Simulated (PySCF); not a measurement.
**Spectroscopy problems**

- geometry: GFN2-xTB
- shieldings: GIAO PBE0/pcSseg-1
- spin–spin couplings from B3LYP/pcJ-1 (spin–dipole term left out of most H,H and C,H couplings)
- code: PySCF 2.14.0 with density-fitted response routines
- a single conformation, non-relativistic, equivalent nuclei averaged, in vacuum

Scale: TMS for ¹H (σ = 31.72 ppm), ¹³C (σ = 186.93 ppm) (reference shieldings calculated alike). Multiplet labels drop J under 1 Hz and among equivalent protons, and merge close values. Unscaled 3J(H,H) run several per cent high. Where no couplings were computed, multiplicities follow the n + 1 count of equivalent neighbours, and m marks all less simple cases (inequivalent or close neighbours, rings, F or P nearby). Shifts are as computed. Against solution values, carbons near 30 ppm lie about +3 ppm off and those near 130 ppm about +5 ppm. Of 1211 compounds with measured shifts, 218 miss one by over three times the rms of a fit or turn the order of signals round; such compounds aren't used in these exercises.

Question: C$_{3}$H$_{6}$O. ¹H NMR (500 MHz, computed): δ 2.67 (qdd, J = 5.3, 3.4, 1.5 Hz, 1H), 2.47 (dd, J = 6.1, 3.4 Hz, 1H), 2.08 (dd, J = 6.1, 1.5 Hz, 1H), 1.30 (d, J = 5.3 Hz, 3H). ¹³C{¹H} NMR (computed): δ 46.0 (CH), 44.6 (CH2), 20.9 (CH3). Identify the compound.

Answer: propylene oxide (SMILES C[C@@H]1CO1). Rings plus π bonds: 1 (1 ring in the answer). 3 carbon signals for 3 carbons: no two carbons are equivalent. Carbon types of the structure: 1 × CH, 1 × CH2, 1 × CH3, which accounts for all hydrogens. δC 46.0, 44.6: epoxide ring carbon; the inductive effect lowers its shielding. δC 20.9: methyl carbon; aliphatic region, no heteroatom directly attached. δH 2.67, 2.47, 2.08: hydrogen on an epoxide ring carbon. δH 1.30: hydrogen on a methyl carbon. The protons at 2.08 and 2.47 share a coupling of 6.1 Hz (geminal). The protons at 1.30 and 2.67 share a coupling of 5.3 Hz (vicinal). The protons at 2.67 and 2.47 share a coupling of 3.4 Hz (vicinal).

Question: C$_{7}$H$_{12}$O. ¹H NMR (300 MHz, computed): δ 3.43 (s, 3H), 2.07 (m, 1H), 1.69 (m, 2H), 1.55 (m, 2H), 1.40 (m, 2H), 1.31 (m, 2H). ¹³C{¹H} NMR (computed): δ 85.9 (C), 53.9 (CH3), 43.1 (CH2), 31.8 (CH2), 30.6 (CH), 26.2 (CH2). What is it?

Answer: `CO[C@]12CC[C@H](C1)C2`. The formula gives 2 degrees of unsaturation (2 rings in the answer). 6 carbon signals for 7 carbons: some carbons are equivalent by symmetry or fast rotation. Carbon types of the structure: 1 × C, 1 × CH, 4 × CH2, 1 × CH3, which accounts for all hydrogens. δC 85.9: fully substituted sp3 carbon bonded to O; deshielded by the electronegative neighbour. δC 53.9: methyl carbon bonded to O; pulled downfield by the heteroatom. δC 43.1, 31.8, 26.2: sp3 CH2 in a ring; aliphatic region, no heteroatom directly attached. δH 3.43: hydrogen on a methyl carbon bonded to O; its carbon carries O, an electronegative neighbour.

This is the structure that produced the data.
